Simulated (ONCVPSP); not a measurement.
**What one change does to a pseudopotential (tungsten, ONCV)**

ONCVPSP 4.0.1 input, shortened (lines: element, Z, core and valence counts, functional; n l f; lmax; l rc ep ncon nbas qcut; lloc lpopt rc5 dvloc0; l nproj debl; icmod fcfact rcfact), PBE, scalar-relativistic:

```
  W 74.00   10    5        4      upf
    1    0    2.00
    2    0    2.00
    2    1    6.00
    3    0    2.00
    3    1    6.00
    3    2   10.00
    4    0    2.00
    4    1    6.00
    4    2   10.00
    4    3   14.00
    5    0    2.00
    5    1    6.00
    5    2    4.00
    6    0    1.00
    6    1    1.00
    2
    0    1.60    0.00    3    7    8.50
    1    2.05    0.00    4    8    6.40
    2    2.45    0.00    5   10    7.50
    4    3    1.25    0.00
    0    3    3.60
    1    2    1.60
    2    1    3.10
    0    0.00    0.00
```

All-electron outer shells of the reference configuration (PBE, scalar-relativistic, ld1.x):

```json
{"shell": "4d", "level (eV)": "-240.03", "outermost node (bohr)": "0.22", "outermost maximum (bohr)": "0.45"}
{"shell": "5s", "level (eV)": "-80.68", "outermost node (bohr)": "0.53", "outermost maximum (bohr)": "0.96"}
{"shell": "5p", "level (eV)": "-44.81", "outermost node (bohr)": "0.57", "outermost maximum (bohr)": "1.09"}
{"shell": "4f", "level (eV)": "-34.81", "outermost node (bohr)": "–", "outermost maximum (bohr)": "0.43"}
{"shell": "6s", "level (eV)": "-6.76", "outermost node (bohr)": "1.28", "outermost maximum (bohr)": "2.61"}
{"shell": "5d", "level (eV)": "-5.90", "outermost node (bohr)": "0.63", "outermost maximum (bohr)": "1.49"}
{"shell": "6p", "level (eV)": "-2.12", "outermost node (bohr)": "1.53", "outermost maximum (bohr)": "3.61"}
```

Change: p: qcut 4.3.

Cutoffs: the cutoffs (Ha) at which the residual kinetic energy of the hardest occupied pseudo-wave falls to 1 and 0.1 mHa per electron; they do not see the model core or the augmentation charge, which bear on the density cutoff. Errors are all-electron minus pseudo energies relative to the spin-unpolarised reference configuration.

Q: What does the change do?

A: The potential gets harder (24 Ha and 28 Ha → 24 Ha and 44 Ha); of the 4 tests that both files solve, the error grows in 1 and shrinks in 1 by more than 15 % and 0.3 meV (median size 1.2 → 1.2 meV); neither file shows a bound ghost.

| quantity | base | changed |
| --- | --- | --- |
| cutoff, loose | 24 Ha | 24 Ha |
| cutoff, tight | 28 Ha | 44 Ha |
| loose cutoff by channel | s 24 Ha, p 12 Ha, d 14 Ha | s 24 Ha, p 14 Ha, d 14 Ha |
| bound ghosts | none | none |
| GHOST(+) flags under 300 eV | none | none |
| error for 5s2 5p6 5d4 6s2 6p0, meV [ΔE -4.50 eV] | +1.9 | +1.7 |
| error for 5s2 5p6 5d4 6s1 6p0, meV [ΔE 4.39 eV] | -1.5 | -1.5 |
| error for 5s2 5p6 5d4 6s0 6p0, meV [ΔE 20.07 eV] | -0.3 | -0.9 |
| error for 5s2 5p6 5d3 6s2 6p0, meV [ΔE 4.34 eV] | +1.0 | -0.6 |
| s: phases at 1.62 bohr within 0.05 rad from the reference energy up to (Ha; the scan ends near 5) | to the end of the scan | to the end of the scan |
| p: phases at 2.09 bohr within 0.05 rad from the reference energy up to (Ha; the scan ends near 5) | to the end of the scan | to the end of the scan |
| d: phases at 2.48 bohr within 0.05 rad from the reference energy up to (Ha; the scan ends near 5) | 1.3 | 1.3 |
